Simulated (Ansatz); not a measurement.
# Nudged elastic band run: AlCl$_{2}$FH$_{4}$O

input.yaml

```yaml
crystal:
  periodic: [false, false, false]
  atoms:
    - { symbol: Al, position_ang: [-0.967253, 0.330188, -0.323114] }
    - { symbol: H, position_ang: [-1.036533, -0.788638, 0.83617] }
    - { symbol: Cl, position_ang: [-1.206989, -0.39891, -2.303607] }
    - { symbol: Cl, position_ang: [-1.864611, 2.169374, 0.182013] }
    - { symbol: H, position_ang: [1.353143, -0.034664, 0.339519] }
    - { symbol: O, position_ang: [0.940117, 0.597749, -0.315905] }
    - { symbol: H, position_ang: [0.224708, -1.164055, 1.325983] }
    - { symbol: F, position_ang: [1.188726, -1.19308, 1.437902] }
    - { symbol: H, position_ang: [1.368792, 0.482135, -1.179063] }
basis:
  gaussian: { orbitals: def2-SVP }
hamiltonian:
  xc: r2scan
  dispersion: d4
neb:
  order_check: false
  images: 7
  f_tol: 0.05
  max_iterations: 60
  final_atoms:
    - { symbol: Al, position_ang: [-0.18084177, 0.23742402, -0.02552491] }
    - { symbol: H, position_ang: [-2.10494754, -1.60615685, 1.32095901] }
    - { symbol: Cl, position_ang: [-0.78106314, -0.80781866, -1.76993023] }
    - { symbol: Cl, position_ang: [-1.39200611, 1.7991214, 0.68264921] }
    - { symbol: H, position_ang: [2.1935272, 0.78117489, -0.33236564] }
    - { symbol: O, position_ang: [1.40642633, 1.07910075, -0.82092972] }
    - { symbol: H, position_ang: [-1.40045717, -1.68292176, 1.59498753] }
    - { symbol: F, position_ang: [0.74322135, -0.6019353, 1.09681835] }
    - { symbol: H, position_ang: [1.51624085, 0.80211052, -1.74676561] }
  initial_path:
    images:
      - { positions_ang: [[-0.967253, 0.330188, -0.323114], [-1.036533, -0.788638, 0.83617], [-1.206989, -0.39891, -2.303607], [-1.864611, 2.169374, 0.182013], [1.353143, -0.034664, 0.339519], [0.940117, 0.597749, -0.315905], [0.224708, -1.164055, 1.325983], [1.188726, -1.19308, 1.437902], [1.368792, 0.482135, -1.179063]] }
      - { positions_ang: [[-0.99471184, 0.35674763, -0.38519461], [-1.00985105, -0.83428701, 0.8386855], [-1.27176307, -0.41411364, -2.31216518], [-1.8518153, 2.12729827, 0.25147566], [1.35314895, -0.05370922, 0.39339931], [0.9778279, 0.60346838, -0.34965217], [0.1633256, -1.1269281, 1.2982879], [1.18205749, -1.12179356, 1.43711293], [1.45188132, 0.46341624, -1.17205135]] }
      - { positions_ang: [[-1.02217068, 0.38330726, -0.44727521], [-0.9831691, -0.87993602, 0.841201], [-1.33653714, -0.42931727, -2.32072336], [-1.83901961, 2.08522254, 0.32093833], [1.35315491, -0.07275443, 0.44727962], [1.0155388, 0.60918776, -0.38339935], [0.1019432, -1.0898012, 1.2705928], [1.17538898, -1.05050712, 1.43632387], [1.53497064, 0.44469749, -1.1650397]] }
      - { positions_ang: [[-1.04962952, 0.40986689, -0.50935582], [-0.95648716, -0.92558503, 0.84371651], [-1.40131122, -0.44452091, -2.32928155], [-1.82622391, 2.04314681, 0.39040099], [1.35316086, -0.09179965, 0.50115992], [1.0532497, 0.61490714, -0.41714652], [0.04056081, -1.0526743, 1.2428977], [1.16872047, -0.97922068, 1.4355348], [1.61805996, 0.42597873, -1.15802804]] }
      - { positions_ang: [[-1.07708835, 0.43642652, -0.57143642], [-0.92980521, -0.97123404, 0.84623201], [-1.46608529, -0.45972454, -2.33783973], [-1.81342821, 2.00107108, 0.45986365], [1.35316682, -0.11084487, 0.55504023], [1.0909606, 0.62062652, -0.4508937], [-0.02082159, -1.0155474, 1.2152026], [1.16205196, -0.90793424, 1.43474574], [1.70114928, 0.40725998, -1.15101639]] }
      - { positions_ang: [[-0.85302671, 0.38667589, -0.43495854], [-1.22359079, -1.12996474, 0.96491376], [-1.29482975, -0.54674807, -2.19586235], [-1.70807269, 1.95058366, 0.51556004], [1.56325691, 0.11216007, 0.33318876], [1.16982703, 0.73524507, -0.5434027], [-0.36573049, -1.18239099, 1.31014884], [1.05734431, -0.83143451, 1.35026389], [1.65492217, 0.50597261, -1.2999537]] }
      - { positions_ang: [[-0.62896506, 0.33692527, -0.29848066], [-1.51737637, -1.28869545, 1.08359551], [-1.12357421, -0.6337716, -2.05388498], [-1.60271716, 1.90009624, 0.57125643], [1.77334701, 0.33516501, 0.1113373], [1.24869346, 0.84986363, -0.63591171], [-0.71063938, -1.34923458, 1.40509507], [0.95263665, -0.75493477, 1.26578204], [1.60869506, 0.60468525, -1.448891]] }
      - { positions_ang: [[-0.40490341, 0.28717464, -0.16200279], [-1.81116196, -1.44742615, 1.20227726], [-0.95231868, -0.72079513, -1.9119076], [-1.49736164, 1.84960882, 0.62695282], [1.9834371, 0.55816995, -0.11051417], [1.32755989, 0.96448219, -0.72842071], [-1.05554828, -1.51607817, 1.5000413], [0.847929, -0.67843504, 1.1813002], [1.56246796, 0.70339788, -1.59782831]] }
      - { positions_ang: [[-0.18084177, 0.23742402, -0.02552491], [-2.10494754, -1.60615685, 1.32095901], [-0.78106314, -0.80781866, -1.76993023], [-1.39200611, 1.7991214, 0.68264921], [2.1935272, 0.78117489, -0.33236564], [1.40642633, 1.07910075, -0.82092972], [-1.40045717, -1.68292176, 1.59498753], [0.74322135, -0.6019353, 1.09681835], [1.51624085, 0.80211052, -1.74676561]] }
```

Run as:

```bash
$ ansatz run input.yaml --threads 2 --pin off --max-ram 3072MiB --backend cpu --events-out ev --progress --plain --runs-dir out
```

Output, in part (warnings, iteration lines, the closing report on the highest movable image, with atoms numbered from 0):

```
NEB end point (image 0): max|allowed force component| = 7.531e-3 eV/Å (the criterion of neb.relax_end_points is 1.000e-2)
NEB end point (image 8): max|allowed force component| = 2.621e-2 eV/Å (the criterion of neb.relax_end_points is 1.000e-2)
NEB iter   1: max|band force component| = 4.600e0 eV/Å  barrier→ = 1.6307 eV  barrier← = 2.8888 eV  Δτ_max = 0.2000 Å  (248 SCF iters)
NEB iter   2: max|band force component| = 2.896e0 eV/Å  barrier→ = 0.8407 eV  barrier← = 2.0988 eV  Δτ_max = 0.2000 Å  (219 SCF iters)
NEB iter   3: max|band force component| = 5.529e0 eV/Å  barrier→ = 0.5865 eV  barrier← = 1.8446 eV  Δτ_max = 0.1013 Å  (230 SCF iters)
NEB iter   4: max|band force component| = 1.441e0 eV/Å  barrier→ = 0.6279 eV  barrier← = 1.8860 eV  Δτ_max = 0.2000 Å  (206 SCF iters)
NEB iter   5: max|band force component| = 1.176e0 eV/Å  barrier→ = 0.4840 eV  barrier← = 1.7421 eV  Δτ_max = 0.1979 Å  (226 SCF iters)
NEB iter   6: max|band force component| = 7.841e-1 eV/Å  barrier→ = 0.5346 eV  barrier← = 1.7926 eV  Δτ_max = 0.0805 Å  (209 SCF iters)
NEB iter   7: max|band force component| = 6.307e-1 eV/Å  barrier→ = 0.5190 eV  barrier← = 1.7771 eV  Δτ_max = 0.1116 Å  (206 SCF iters)
NEB iter   8: max|band force component| = 3.801e-1 eV/Å  barrier→ = 0.5038 eV  barrier← = 1.7619 eV  CI = image 3  Δτ_max = 0.0970 Å  (204 SCF iters)
NEB iter   9: max|band force component| = 3.139e-1 eV/Å  barrier→ = 0.4802 eV  barrier← = 1.7383 eV  CI = image 3  Δτ_max = 0.1018 Å  (199 SCF iters)
NEB iter  10: max|band force component| = 2.324e-1 eV/Å  barrier→ = 0.4639 eV  barrier← = 1.7219 eV  CI = image 3  Δτ_max = 0.1972 Å  (202 SCF iters)
NEB iter  11: max|band force component| = 6.046e-1 eV/Å  barrier→ = 0.4446 eV  barrier← = 1.7027 eV  CI = image 3  Δτ_max = 0.1003 Å  (199 SCF iters)
NEB iter  12: max|band force component| = 3.606e-1 eV/Å  barrier→ = 0.4283 eV  barrier← = 1.6864 eV  CI = image 3  Δτ_max = 0.1004 Å  (202 SCF iters)
NEB iter  13: max|band force component| = 6.800e-1 eV/Å  barrier→ = 0.4159 eV  barrier← = 1.6740 eV  CI = image 3  Δτ_max = 0.0504 Å  (203 SCF iters)
NEB iter  14: max|band force component| = 1.718e-1 eV/Å  barrier→ = 0.4094 eV  barrier← = 1.6675 eV  CI = image 3  Δτ_max = 0.0994 Å  (202 SCF iters)
NEB iter  15: max|band force component| = 2.267e-1 eV/Å  barrier→ = 0.3999 eV  barrier← = 1.6579 eV  CI = image 3  Δτ_max = 0.0499 Å  (202 SCF iters)
NEB iter  16: max|band force component| = 1.962e-1 eV/Å  barrier→ = 0.3912 eV  barrier← = 1.6493 eV  CI = image 3  Δτ_max = 0.0452 Å  (205 SCF iters)
NEB iter  17: max|band force component| = 7.493e-2 eV/Å  barrier→ = 0.3877 eV  barrier← = 1.6457 eV  CI = image 3  Δτ_max = 0.0271 Å  (208 SCF iters)
NEB iter  18: max|band force component| = 6.685e-2 eV/Å  barrier→ = 0.3854 eV  barrier← = 1.6434 eV  CI = image 3  Δτ_max = 0.0499 Å  (211 SCF iters)
NEB iter  19: max|band force component| = 1.539e-1 eV/Å  barrier→ = 0.3840 eV  barrier← = 1.6421 eV  CI = image 3  Δτ_max = 0.0248 Å  (211 SCF iters)
NEB iter  20: max|band force component| = 6.418e-2 eV/Å  barrier→ = 0.3834 eV  barrier← = 1.6414 eV  CI = image 3  Δτ_max = 0.0504 Å  (207 SCF iters)
NEB iter  21: max|band force component| = 2.446e-1 eV/Å  barrier→ = 0.3830 eV  barrier← = 1.6411 eV  CI = image 3  Δτ_max = 0.0250 Å  (199 SCF iters)
NEB iter  22: max|band force component| = 6.436e-2 eV/Å  barrier→ = 0.3829 eV  barrier← = 1.6409 eV  CI = image 3  Δτ_max = 0.0500 Å  (205 SCF iters)
NEB iter  23: max|band force component| = 3.736e-1 eV/Å  barrier→ = 0.3828 eV  barrier← = 1.6409 eV  CI = image 3  Δτ_max = 0.0250 Å  (190 SCF iters)
NEB iter  24: max|band force component| = 7.938e-2 eV/Å  barrier→ = 0.3829 eV  barrier← = 1.6410 eV  CI = image 3  Δτ_max = 0.0501 Å  (182 SCF iters)
NEB iter  25: max|band force component| = 3.838e-1 eV/Å  barrier→ = 0.3828 eV  barrier← = 1.6409 eV  CI = image 3  Δτ_max = 0.0251 Å  (182 SCF iters)
NEB iter  26: max|band force component| = 1.328e-1 eV/Å  barrier→ = 0.3828 eV  barrier← = 1.6409 eV  CI = image 3  Δτ_max = 0.0241 Å  (156 SCF iters)
NEB iter  27: max|band force component| = 7.098e-2 eV/Å  barrier→ = 0.3828 eV  barrier← = 1.6409 eV  CI = image 3  Δτ_max = 0.0092 Å  (155 SCF iters)
NEB iter  28: max|band force component| = 4.375e-2 eV/Å  barrier→ = 0.3828 eV  barrier← = 1.6409 eV  CI = image 3  Δτ_max = 0.0000 Å  (357 SCF iters)
Total energy: -36458.06643489 eV, -1339.8092293172 hartree
Atom 0 at    -0.692329     0.124153    -0.096958 Å, force    -0.001039    -0.000077     0.000155 eV/Å
Atom 1 at    -1.169089    -1.331972     0.597692 Å, force     0.000548     0.000758     0.000318 eV/Å
Atom 2 at    -1.083057    -0.273360    -2.180698 Å, force     0.000237    -0.000285    -0.000042 eV/Å
Atom 3 at    -1.591357     1.871550     0.671471 Å, force     0.000057    -0.000224    -0.000045 eV/Å
Atom 4 at     1.859908     0.247465     0.061266 Å, force    -0.000291    -0.001548     0.000884 eV/Å
Atom 5 at     1.159127     0.518316    -0.553086 Å, force    -0.000354     0.003138    -0.000723 eV/Å
Atom 6 at    -0.335743    -1.077993     1.342318 Å, force    -0.000670    -0.000708    -0.000605 eV/Å
Atom 7 at     0.453317    -0.418902     1.635699 Å, force     0.001101     0.000028     0.000325 eV/Å
Atom 8 at     1.399323     0.340843    -1.477807 Å, force     0.000411    -0.001081    -0.000267 eV/Å
Dipole moment:     1.102374    -0.301213    -0.062369 e Å
```

The run converged. A vibrational analysis at the climbing image gives one clearly imaginary mode, 306i cm⁻¹: a first-order saddle point. The orbitals stay closed-shell, which can raise the energy where a bond breaks towards radicals; this wasn't checked here.

Final band (atoms are numbered from 1 in the order of the input):

```tsv
image	path coordinate (Å)	energy (kJ/mol)	Al1–H2 (Å)	H7–F8 (Å)	Al1–F8 (Å)
0	0.00	0.0	1.61	0.97	3.17
1	0.73	1.1	1.61	0.97	3.10
2	1.45	14.5	1.62	0.97	2.75
3	2.18	36.9	1.68	1.07	2.15
4	2.74	-26.9	1.90	1.52	1.82
5	3.30	-85.9	2.21	1.88	1.72
6	3.86	-109.2	2.49	2.13	1.69
7	4.42	-119.3	2.75	2.33	1.68
8	4.98	-121.4	2.99	2.45	1.68
```

Time of the run: 16 min on 2 threads of Arm Neoverse V1, with other jobs on the host, peak memory 0.17 GiB.
